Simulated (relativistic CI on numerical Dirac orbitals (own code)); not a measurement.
# Pd⁴⁺ (4d6) in a crystal field

Calculated by Dirac-Coulomb-Breit CI, KLI orbitals optimised for each configuration, model QED, valence Slater integrals scaled by 0.65, one configuration in a parametric crystal field (own radial code).

Field parameters in Wybourne normalisation: Oh B⁴₀ = 21Dq, B⁴₄ = √(5/14) B⁴₀. The field is a parameter set, without covalency.

S and J are read from ⟨S²⟩ = S(S + 1) and ⟨J²⟩ = J(J + 1) of each level; they are not fictitious spins.

Oh, 10Dq = 7250 cm⁻¹, the lowest 16 levels:

```
E (cm⁻¹)  Degeneracy  Irrep     S     J
     0.0           3     T2  1.97  3.86
     413           2      E  1.94  3.61
     627           3     T1  1.95  3.55
     985           1     A1  1.88  3.29
    1909           3     T1  1.96  2.75
    2038           3     T2  1.94  2.50
    6985           1     A1  0.77  4.26
    8282           2      E  1.66  3.31
    8457           3     T2  1.80  3.13
    8671           3     T1  1.89  2.47
    8708           1     A2  1.97  3.01
    8823           1     A1  1.93  2.13
    9084           2      E  1.38  3.86
    9522           3     T2  1.28  4.00
   10327           3     T1  1.06  4.52
   11718           3     T1  1.00  3.84
```

Oh, 10Dq = 42050 cm⁻¹, the lowest 16 levels:

| E (cm⁻¹) | Degeneracy | Irrep | S | J |
| --- | --- | --- | --- | --- |
| 0.0 | 1 | A1 | 0.03 | 4.51 |
| 33401 | 2 | E | 1.01 | 4.16 |
| 33613 | 3 | T2 | 1.00 | 4.00 |
| 34562 | 3 | T1 | 0.99 | 3.96 |
| 35575 | 1 | A1 | 1.01 | 3.73 |
| 38239 | 3 | T1 | 0.84 | 4.16 |
| 39146 | 2 | E | 1.00 | 3.88 |
| 40043 | 3 | T2 | 1.00 | 3.75 |
| 40568 | 1 | A2 | 1.00 | 3.79 |
| 40980 | 3 | T1 | 0.39 | 4.93 |
| 50086 | 3 | T2 | 0.03 | 3.68 |
| 58658 | 3 | T2 | 1.99 | 3.79 |
| 59729 | 3 | T1 | 1.99 | 3.32 |
| 59747 | 2 | E | 1.99 | 3.37 |
| 61037 | 3 | T2 | 1.99 | 2.43 |
| 61064 | 3 | T1 | 1.99 | 2.50 |

Oh, 10Dq = 36250 cm⁻¹, the lowest 16 levels:

```csv
E (cm⁻¹),Degeneracy,Irrep,S,J
0.0,1,A1,0.04,4.52
27644,2,E,1.01,4.17
27868,3,T2,1.01,4.00
28805,3,T1,1.00,3.98
29873,1,A1,1.01,3.76
32422,3,T1,0.86,4.14
33331,2,E,1.01,3.90
34252,3,T2,1.01,3.78
34811,1,A2,1.00,3.84
35283,3,T1,0.38,4.95
44210,3,T2,0.04,3.71
47266,3,T2,1.99,3.79
48359,3,T1,1.99,3.33
48385,2,E,1.98,3.39
49660,3,T2,1.99,2.45
49704,3,T1,1.98,2.53
```

The free-ion ground term has S = 2. The field overcomes the spin-pairing energy for Oh, 10Dq = 42050 cm⁻¹; Oh, 10Dq = 36250 cm⁻¹, where the ground state has lower spin; these fields are assumed values.

Levels of this model without a field, named by their leading LS term (the scale mimics covalency, so terms lie below those of the real free ion): 5D_4 0, 5D_3 2095, 5D_2 3019, 5D_1 3782, 5D_0 4107, 3H_4 14007, 3H_6 14694, 3H_5 15025 cm⁻¹.
